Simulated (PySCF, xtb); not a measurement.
Cl₂H₄OSi₂, SMILES Cl[SiH2]O[SiH2]Cl.

GFN2-xTB (xtb) at its own geometry gives an orbital gap of 5.84 eV and a dipole moment of 1.19 D.

Geometry optimised at B3LYP-D3(BJ)/def2-SVP. Other conformers were not sampled.

Q: What does PBE/def2-TZVP in PySCF give? (Estimate from the structure and the level; the computed values follow.)

A: gap 6.58 eV (levels -7.56 and -0.98 eV), dipole 1.37 D.
